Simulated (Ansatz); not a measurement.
A relaxation, step by step

AlHBrCl$_{3}$, singlet, PBE0-D4/def2-TZVP (Ansatz 0.2.0). Settings:

```yaml
hamiltonian: {xc: pbe0, dispersion: d4}
relax: {f_tol: 0.005, max_steps: 200}
```

Start, a step off a saddle point along its unstable mode:

| atom | x (Å) | y (Å) | z (Å) |
| --- | --- | --- | --- |
| Al1 | -0.4784 | 0.3536 | -0.1301 |
| Cl2 | 1.7591 | -0.3803 | -0.4447 |
| Cl3 | -1.5382 | -0.0800 | -1.8826 |
| Cl4 | -0.4056 | 2.3392 | 0.5291 |
| H5 | 1.1859 | -0.9812 | 0.4273 |
| Br6 | -0.5229 | -1.2514 | 1.5008 |

```
              step  energy less the last (meV)  largest force component (eV/Å)
                 1                       467.8                           3.676
                 2                        53.2                           0.500
                 3                        47.2                           0.684
                 4                        23.5                           0.369
5 (rejected trial)                        39.8                           0.398
                 6                         9.1                           0.079
                 7                         3.6                           0.060
                 8                         0.5                           0.062
                 9                         0.1                           0.047
                10                         0.0                           0.013
                11                         0.0                           0.006
                12                         0.0                           0.000
```

Step 2, positions (Å) and forces (eV/Å):

```json
{"atom": "Al1", "x": "-0.524", "y": "0.354", "z": "-0.109", "Fx": "-0.358", "Fy": "-0.034", "Fz": "0.203"}
{"atom": "Cl2", "x": "1.768", "y": "-0.301", "z": "-0.528", "Fx": "0.291", "Fy": "0.363", "Fz": "-0.500"}
{"atom": "Cl3", "x": "-1.527", "y": "-0.081", "z": "-1.885", "Fx": "0.053", "Fy": "-0.001", "Fz": "0.000"}
{"atom": "Cl4", "x": "-0.396", "y": "2.336", "z": "0.525", "Fx": "0.043", "Fy": "-0.023", "Fz": "-0.021"}
{"atom": "H5", "x": "1.361", "y": "-1.067", "z": "0.431", "Fx": "-0.033", "Fy": "-0.474", "Fz": "0.491"}
{"atom": "Br6", "x": "-0.683", "y": "-1.242", "z": "1.566", "Fx": "0.006", "Fy": "0.169", "Fz": "-0.172"}
```

Step 4, positions (Å) and forces (eV/Å):

| atom | x | y | z | Fx | Fy | Fz |
| --- | --- | --- | --- | --- | --- | --- |
| Al1 | -0.572 | 0.355 | -0.088 | -0.141 | -0.049 | 0.115 |
| Cl2 | 1.759 | -0.278 | -0.547 | -0.042 | -0.342 | 0.363 |
| Cl3 | -1.523 | -0.076 | -1.892 | 0.005 | 0.000 | -0.011 |
| Cl4 | -0.392 | 2.341 | 0.518 | 0.008 | 0.007 | -0.003 |
| H5 | 1.464 | -1.118 | 0.434 | 0.155 | 0.295 | -0.369 |
| Br6 | -0.736 | -1.225 | 1.574 | 0.015 | 0.089 | -0.096 |

Step 8, positions (Å) and forces (eV/Å):

| atom | x | y | z | Fx | Fy | Fz |
| --- | --- | --- | --- | --- | --- | --- |
| Al1 | -0.654 | 0.354 | -0.048 | 0.038 | -0.019 | 0.002 |
| Cl2 | 1.757 | -0.277 | -0.547 | -0.013 | -0.047 | 0.053 |
| Cl3 | -1.524 | -0.061 | -1.897 | -0.005 | -0.005 | 0.004 |
| Cl4 | -0.396 | 2.348 | 0.505 | -0.003 | -0.002 | 0.007 |
| H5 | 1.673 | -1.169 | 0.387 | 0.002 | 0.061 | -0.062 |
| Br6 | -0.855 | -1.194 | 1.600 | -0.020 | 0.013 | -0.003 |

Last step (12):

```csv
atom,x (Å),y (Å),z (Å)
Al1,-0.6491,0.3503,-0.0467
Cl2,1.7538,-0.2728,-0.5500
Cl3,-1.5219,-0.0665,-1.8946
Cl4,-0.3931,2.3445,0.5088
H5,1.6815,-1.1656,0.3795
Br6,-0.8713,-1.1900,1.6029
```

Time: 41 s of wall clock on 8 CPU threads of an Arm Neoverse V1; the host was shared. Peak host memory: 0.77 GiB.
